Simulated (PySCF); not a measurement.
C3H6BFO2, SMILES C=C(OC)B(O)F.

Coordinates come from a ωB97X-D3(BJ)/def2-SVP optimisation. The structure was generated by enumeration, and PubChem lists no compound with its InChIKey, so it may never have been made. Other conformers were not sampled.

The numbers are results of PySCF 2.14.0 with TDA-M06-2X/def2-SVPD, not measurements.

Vertical excitations.  State labels are in the subgroup Cs.

Give excitation energies, oscillator strengths and character. (An estimate is asked for; the answer gives what the named calculation found.)


| state | symmetry | energy (eV) | λ (nm) | f | main pairs |
|---|---|---|---|---|---|
| S1 | A' | 6.30 | 197 | 0.244 | HOMO→LUMO+1 94 % |
| S2 | A" | 6.33 | 196 | 0.022 | HOMO→LUMO 87 % |
| S3 | A" | 7.04 | 176 | 0.026 | HOMO→LUMO+2 80 % |
| S4 | A" | 7.30 | 170 | 0.003 | HOMO−1→LUMO+1 84 % |
| S5 | A" | 7.40 | 168 | 0.004 | HOMO→LUMO+3 70 % |
| S6 | A" | 7.75 | 160 | 0.013 | HOMO→LUMO+4 91 % |
| S7 | A" | 8.24 | 150 | 0.000 | HOMO−3→LUMO+1 79 % |
| S8 | A' | 8.33 | 149 | 0.046 | HOMO→LUMO+5 84 % |
| S9 | A" | 8.57 | 145 | 0.015 | HOMO→LUMO+6 56 %, HOMO→LUMO+7 26 % |
| S10 | A' | 8.79 | 141 | 0.282 | HOMO−2→LUMO+1 81 % |
| T1 | A' | 3.95 | 314 | 0 | HOMO→LUMO+1 94 % |
| T2 | A" | 6.30 | 197 | 0 | HOMO→LUMO 84 % |
| T3 | A" | 6.71 | 185 | 0 | HOMO−1→LUMO+1 79 %, HOMO−3→LUMO+1 16 % |
| T4 | A" | 7.07 | 175 | 0 | HOMO→LUMO+2 79 %, HOMO→LUMO+3 12 % |
Triplets are in the Tamm–Dancoff approximation.
